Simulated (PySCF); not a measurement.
**Two-dimensional NMR puzzle**

Compound of formula C$_{5}$H$_{8}$O$_{5}$. Correlations simulated from computed shifts and the bond graph:

HSQC (one-bond C–H):
| δH | δC |
| --- | --- |
| 6.61 | 101.1 |
| 5.26 | 87.1 |
| 4.83 | 87.1 |
| 2.05 | 21.8 |

COSY cross peaks (H two or three bonds apart, from the bond graph; peaks can be absent where the dihedral angle is near 90°):
| δH | δH |
| --- | --- |
| 5.26 | 4.83 |

HMBC (two and three bonds, from the bond graph):
| δH | δC |
| --- | --- |
| 6.61 | 168.0, 87.1 |
| 5.26 | 101.1, 87.1 |
| 4.83 | 101.1, 87.1 |
| 2.05 | 168.0 |

Carbons without hydrogens: δ 168.0.

Calculated, not measured (PySCF): PBE0-D3(BJ)/def2-SVP structure, B97-2/pcSseg-1 with gauge-including orbitals. Relativity neglected, one conformer, averaged over atoms made equivalent by symmetry, fast rotation or ring inversion, isolated molecule.

Referencing at the same level of theory: TMS for ¹H (σref 31.38) and ¹³C (σref 183.69).

Exchangeable hydrogens are left out of these lists.

Question: Assemble the structure.

Answer: SMILES CC(=O)OC1OCOCO1.

Mapped SMILES: `[CH3:1][C:2](=[O:3])[O:4][CH:5]1[O:6][CH2:7][O:8][CH2:9][O:10]1` (H(Xn): hydrogen on atom n). Ha(C7), Ha(C9) are cis to O4 on the ring; Hb(C7), Hb(C9) are trans to O4 on the ring.

1. δC 168.0 is C2, an ester carbonyl carbon.
2. δC 101.1 is C5, an sp3 carbon bearing two oxygens (δH 6.61).
3. δC 87.1 is C7/C9, an sp3 carbon bearing two oxygens (δH 4.83, 5.26).
4. δC 21.8 is C1, a methyl carbon α to a carbonyl (δH 2.05).
5. HMBC from δH 6.61 reaches the proton-free carbon C2.
6. HMBC from δH 2.05 reaches the proton-free carbon C2.
7. COSY links 5.26–4.83.

The shifts were computed for this structure.

Shifts are as computed. Against solution values, carbons near 30 ppm lie about +1 ppm off and those near 130 ppm about +2 ppm. Of 1211 compounds with measured shifts, 218 miss one by over three times the rms of a fit or turn the order of signals round; such compounds aren't used in these exercises.
